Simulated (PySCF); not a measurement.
CH₅FO₂Si₂, SMILES F[Si@H]1OC[SiH2]O1.

Coordinates come from a B3LYP-D3(BJ)/def2-SVP optimisation. The structure was generated by enumeration; whether it is a known compound was not checked. Other conformers were not sampled.

Two levels are set side by side: PBE/def2-TZVP (PySCF) and CAM-B3LYP/def2-TZVP (PySCF). Same geometry, gas phase. Differences are taken from unrounded values.

| quantity | CAM-B3LYP | PBE | PBE minus CAM-B3LYP |
|---|---|---|---|
| orbital gap (eV) | 10.55 | 5.81 | -4.74 |
| highest occupied level (eV) | -9.88 | -7.00 | 2.88 |
| lowest empty level (eV) | 0.67 | -1.19 | -1.86 |
| dipole moment (D) | 2.35 | 2.09 | -0.26 |
| mean polarisability (bohr³) | 60.0 | 63.8 | 3.8 |

Without exact exchange PBE keeps part of each electron's self-repulsion, which lifts occupied levels and narrows the gap. PBE's more diffuse valence density responds more strongly to a field. Differences between two approximate levels are no errors against the true value.

Rough cost on one machine, each run with all the roots and properties that it gave: CAM-B3LYP against PBE within a factor of 2.
